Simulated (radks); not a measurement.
Q: Radial electron density D(r) = 4 pi r^2 rho(r) of an atom or ion with 28 electrons. Calculated with a radial shooting solver on a logarithmic mesh with Libxc functionals: Dirac Kohn-Sham, BLYP, spin-unpolarised, spherical densities, finite nucleus; Fermi nuclear charge, rms radius of each element as measured or else 0.836 A^(1/3) + 0.57 fm.

| r (bohr) | D(r) (e/bohr) |
|---|---|
| 0.002603 | 6.489 |
| 0.003256 | 9.295 |
| 0.004074 | 13.11 |
| 0.005097 | 18.14 |
| 0.006377 | 24.50 |
| 0.007978 | 32.13 |
| 0.009981 | 40.60 |
| 0.01249 | 49.03 |
| 0.0155 | 55.84 |
| 0.01939 | 60.03 |
| 0.02426 | 60.22 |
| 0.03035 | 56.88 |
| 0.03796 | 52.74 |
| 0.0475 | 52.09 |
| 0.05942 | 57.92 |
| 0.07434 | 68.13 |
| 0.09226 | 74.87 |
| 0.1154 | 71.40 |
| 0.1444 | 59.10 |
| 0.1807 | 49.84 |
| 0.226 | 52.06 |
| 0.2828 | 57.93 |
| 0.3538 | 52.35 |
| 0.4426 | 33.66 |
| 0.5493 | 14.94 |
| 0.6872 | 4.028 |
| 0.8597 | 0.6200 |
| 1.076 | 0.04942 |

What is the nuclear charge?

A: Z = 47. The innermost maximum, from 1s, lies near gamma/Z bohr with gamma = sqrt(1 - (Z/c)^2) = 0.939, here 0.02 bohr (found: 0.0219), and its height grows with Z. The density is that of the silver ion Ag19+ in [Ar] 3d10; the configuration itself is not fixed sharply by these data, and Z only to a few units. D(r) has 3 maxima, at r = 0.0219, 0.0968, 0.292 bohr, and minima at 0.0438, 0.193 bohr, inside which lie 2.05, 11.27 electrons.
